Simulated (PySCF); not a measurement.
**Two-component Hartree-Fock for Te (tellurium, neutral)**

Start: [Kr] 4d10 5s1 5p4 6s1; 5s1/2 filled at m_j = +1/2; 5p1/2 filled at m_j = +1/2; 5p3/2 filled at m_j = -1/2, +1/2, +3/2; 6s1/2 filled at m_j = +1/2. Calculated with PySCF 2.14 in x2c-TZVPall-2c with one added diffuse shell each of s, p, d, f type (9s10p6d3f, 90 functions): generalised Hartree-Fock with the X2C-1e Hamiltonian and a Gaussian nucleus; one run each with spin-orbit coupling (SO) switched off, then screened by Boettger's factors. This is a chosen level, not necessarily the ground level.

```tsv
spinor shell	electrons	ε, spin-free (eV)	ε, screened SO (eV)	weight of nominal j (screened SO)	rms radius, screened SO (bohr)
1s1/2	2	-31978.0	-31974.5	1.000	0.0318
2s1/2	2	-5005.6	-5004.5	1.000	0.130
2p1/2	2	-4487.0	-4677.6	1.000	0.112
2p3/2	4	-4487.0	-4400.5	1.000	0.117
3s1/2	2	-1041.9	-1041.5	1.000	0.343
3p1/2	2	-869.32	-905.84	1.000	0.336
3p3/2	4	-869.32	-852.51	1.000	0.347
3d3/2	4	-608.81	-615.09	1.000	0.320
3d5/2	6	-608.81	-604.17	1.000	0.323
4s1/2	2	-198.29	-198.10	1.000	0.815
4p1/2	2	-142.42	-149.39	0.999	0.858
4p3/2	4	-142.42	-139.05	1.000	0.886
4d3/2	4	-58.137	-59.020	0.970	1.04
4d5/2	6	-58.137	-57.298	0.980	1.05
5s1/2	1	-27.710	-27.585	1.000	2.18
5p3/2	3	-13.108	-14.316	0.610	2.64
5p1/2	1	-13.108	-9.667	0.583	2.84
6s1/2	1	-2.806	-2.797	0.984	5.33
```

```json
{"quantity": "E (hartree)", "spin-free": "-6789.43437", "screened SO": "-6791.33183"}
{"quantity": "M_J", "spin-free": "3", "screened SO": "3"}
{"quantity": "⟨J²⟩", "spin-free": "12.122", "screened SO": "12.127"}
{"quantity": "⟨L²⟩", "spin-free": "2.108", "screened SO": "2.162"}
{"quantity": "⟨S²⟩", "spin-free": "6.014", "screened SO": "5.991"}
```

Each row is a mean over spinors that exchange with the open shell spreads, by up to 1.042 eV (4s1/2).

Rows whose weight is well below 1 are mixtures of j = l ± 1/2: exchange outweighs spin-orbit coupling there, and the label is only the starting occupation.

⟨J²⟩ departs a little from M_J(M_J + 1) because the unrestricted spinors polarise the closed shells.

Breit and QED terms are absent; they matter most for the inner s and p1/2 levels.

Densities and radii are taken from the X2C orbitals without a picture-change correction, which distorts them close to the nucleus.

Without spin-orbit coupling the j labels of p, d and f shells carry no meaning; the spin-free column gives the mean over the occupied spinors of each nl shell, and its ⟨J²⟩ belongs to a mixture of degenerate components.
